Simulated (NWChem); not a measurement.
Species: C4H3BO; SMILES C#CB(C#C)O

```xyz
9

B     -0.4307    -0.0248     0.0000
C      0.3432     1.3063     0.0000
C      0.9423     2.3662     0.0000
H      1.4800     3.2979     0.0000
C      0.3236    -1.3599     0.0000
C      0.9526    -2.4016     0.0000
H      1.5027    -3.3259     0.0000
O     -1.7835    -0.0432     0.0000
H     -2.1606     0.8438     0.0000
```
Atoms are numbered in this order, from 1.

Geometry: optimised at PBE0/def2-SVP.

 Unshifted, non-relativistic core excitations; the lowest 4 roots alone, so stronger bands may lie above.

Question: List the first O K-edge excitations from PBE/6-311G** (spherical d), restricted-window TDA (NWChem).

Answer: 
| state | energy (eV) | dipole oscillator strength | leading excitation (squared amplitude) |
|---|---|---|---|
| S1 | 508.5 | 0.0102 | 1s of atom 8 or its equivalents → LUMO (1.00) |
| S2 | 510.1 | 0.0024 | 1s of atom 8 or its equivalents → LUMO+1 (0.99) |
| S3 | 511.1 | 0.0000 | 1s of atom 8 or its equivalents → LUMO+2 (1.00) |
| S4 | 511.5 | 0.0008 | 1s of atom 8 or its equivalents → LUMO+3 (1.00) |
